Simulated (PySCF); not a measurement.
BBr3, SMILES BrB(Br)Br. Coordinates come from a PBE-D3(BJ)/def2-SVP optimisation. The isomer is the one that the SMILES or the coordinates give; other isomers of the formula were not compared.

All values below come from PBE-D3(BJ)/def2-SVP (PySCF 2.14.0).

Harmonic wavenumbers (cm⁻¹): 148, 148, 276, 373, 821, 821. Rotational constants (GHz): 1.154, 1.154, 0.5770; symmetry number 6.

Work out the zero-point energy and the ideal-gas rigid-rotor harmonic-oscillator thermochemistry at 298.15 K and 1 atm.

ZPE = ½ Σ hcν = ½ × 2588 cm⁻¹ = 3.70 kcal/mol. H − E(el) = 7.47 kcal/mol. Entropy in cal/(mol K): translation 42.46, rotation 26.85, vibration 8.40, total 77.71. G − E(el) = -15.70 kcal/mol. Cp = 16.24 cal/(mol K). Modes under 150 cm⁻¹ make the vibrational entropy uncertain.
